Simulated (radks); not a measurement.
Results of a calculation; reference values are marked as such.
The antimony anion Sb3-, [Xe], held by a Watson sphere: a shell of charge +2.42 at radius R that stands for the Madelung well of a crystal (potential energy -2.42/R inside, -2.42/r outside, in hartree with lengths in bohr). Level of theory: scalar-relativistic Kohn-Sham, PBEsol, spin-polarised, spherical densities, point nucleus (a radial shooting solver on a logarithmic mesh with Libxc functionals).

R (bohr)	e(4d) (eV)	e(5s) (eV)	e(5p) (eV)	<r> 5p (bohr)	sum of <r^2> (bohr^2)	X-ray form factor at sin(theta)/lambda = 0.2 1/angstrom
2.55	-28.912	-10.507	-2.837	2.904	91.82	40.889
2.79	-28.508	-10.048	-2.667	2.994	95.97	40.823
3.13	-28.184	-9.485	-2.403	3.126	102.2	40.766
4.25	-27.864	-8.271	-1.565	3.557	124.8	40.774
4.66	-27.834	-8.017	-1.316	3.712	133.9	40.805
4.69	-27.833	-8.001	-1.299	3.723	134.6	40.807
5.34	-27.819	-7.745	-0.982	3.964	150.2	40.851
5.9	-27.827	-7.619	-0.773	4.168	164.9	40.877
